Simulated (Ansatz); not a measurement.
`CBN[SiH3]` + `C[SeH]` → `C[Se][SiH3]` + `CBN` at 500 K and 1 bar (ligand exchange at the Si–N bond).

Calculated with Ansatz (gas phase, PBE0-D4/def2-TZVP geometries, no zero-point term in ΔE). CBS: MP2 limit from def2 TZ/QZ plus the TZ coupled-cluster correction, frozen cores. For Se outer-core shells are correlated without core-valence functions, which leaves a few kJ/mol of doubt a bond. Scalar relativity is left out up to krypton. Each species was taken in one conformer, which may not be the lowest.

| species | CCSD(T)/CBS energy (Eh) | H − E (kJ/mol) | S (J/(mol·K)) |
| --- | --- | --- | --- |
| `CBN[SiH3]` | -411.50704 | 286.9 | 396.3 |
| `C[SeH]` | -2441.15625 | 142.1 | 299.3 |
| `C[Se][SiH3]` | -2731.45956 | 203.8 | 380.5 |
| `CBN` | -121.21267 | 233.6 | 318.2 |

H − E and S are ideal-gas, rigid-rotor, harmonic terms from PBE0-D4/def2-TZVP, for one conformer and one mirror image of each species. 1 Eh = 2625.50 kJ/mol, R = 8.31446 J/(mol·K).

Problem. By hand: ΔE, ΔH, ΔS and ΔG.

Solution. ΔE = (-2731.45956) + (-121.21267) − (-411.50704) − (-2441.15625) = -0.00894 Eh = -23.5 kJ/mol. Δ(H − E) = 203.8 + 233.6 − 286.9 − 142.1 = 8.4, so ΔH = -15.1 kJ/mol. ΔS = 380.5 + 318.2 − 396.3 − 299.3 = 3.1 J/(mol·K). ΔG = -15.1 − 500 × (3.1)/1000 = -16.6 kJ/mol.

Problem. By hand: the equilibrium constant, and the temperature at which ΔG would vanish if ΔH and ΔS stayed fixed.

Solution. log₁₀ K = −ΔG/(RT ln 10) = 1.7. ΔH and −TΔS have one sign here, so there is no such temperature.

The number of gas molecules stays the same, so ΔS is small and ΔH decides. A doubt of 5 kJ/mol in ΔE shifts log₁₀ K by 0.5 here. Other conformers and mirror images would add mixing entropy, several J/(mol·K) or more a flexible species. These are equilibria of isolated gas molecules and say nothing of rates. Largest T1 diagnostic: 0.012 (customary marks: 0.02 for closed shells, 0.045 for open ones).

ΔS is within the doubt of such terms, so its sign, and with it that verdict, could turn.
